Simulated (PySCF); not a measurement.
Br2Si, SMILES Br[Si]Br (connectivity only; charge and spin as stated), charge +1, multiplicity 2.

Geometry optimised at B3LYP-D3(BJ)/def2-TZVP. The spin state was assumed, not searched. The isomer is the one that the SMILES or the coordinates give; other isomers of the formula were not compared.

Calculation: B3LYP-D3(BJ)/def2-TZVP (PySCF).

Frequencies are harmonic and unscaled.

Computed vibrational spectrum:
| mode | ν (cm⁻¹) | IR (km/mol) | moving atoms (share of kinetic energy) |
|---|---|---|---|
| 1 | 118 | 2.8 | Br 78 %, Si 22 % |
| 2 | 380 | 19.6 | Si 63 %, Br 37 % |
| 3 | 545 | 136.1 | Si 81 %, Br 19 % |
